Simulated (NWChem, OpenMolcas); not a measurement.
The same job for OpenMolcas

This NWChem 7.3.0 job computes CH2NOSi (SMILES O=C=N[SiH2]):

a.nw:
```
start a
title "CH2NOSi hf"
memory stack 880 mb heap 220 mb global 1100 mb

geometry units angstrom noautosym nocenter noautoz
 O        1.089700      -2.025700       1.610400
 C        0.648500      -1.177800       0.945400
 N        0.216300      -0.284900       0.279200
 Si      -0.683300       0.591600      -0.875300
 H        0.261300       1.214200      -1.839100
 H       -1.490500       1.618700      -0.166800
end

basis spherical bse
 * library STO-3G
end

scf
 nopen 1
 uhf
 thresh 1e-08
 maxiter 80
 noprint "final vectors analysis"
end

task scf gradient
```

```bash
$ nwchem a.nw > a.out
```

The shape is that of a PBE0-D4/def2-TZVP optimisation.

The shape isn't stationary at this level (largest force 4.1 eV/Å).

It gives a total energy of -451.690895 Eh.

**Question.** Translate the job to OpenMolcas 26.06 as an input file of the program's own.

**Answer.** This input was run:

run.inp:
```
&GATEWAY
  BasLib=$CurrDir
  Coord
  6
  angstrom
  O        1.089700      -2.025700       1.610400
  C        0.648500      -1.177800       0.945400
  N        0.216300      -0.284900       0.279200
  Si      -0.683300       0.591600      -0.875300
  H        0.261300       1.214200      -1.839100
  H       -1.490500       1.618700      -0.166800
  Basis=STO-3G
  Group=NoSym

&SEWARD

&SCF
  UHF
  Spin=2
  Thresholds=1e-10 1e-07 1e-07 1e-05
  PrOrbitals=0

&ALASKA
```

```bash
$ export MOLCAS_MEM=1860
$ pymolcas run.inp > run.log
```

(Basis files named in the input come from the Basis Set Exchange and aren't shown.)

Its energy is -451.690895 Eh, the same as the first but for the last digit, at most.
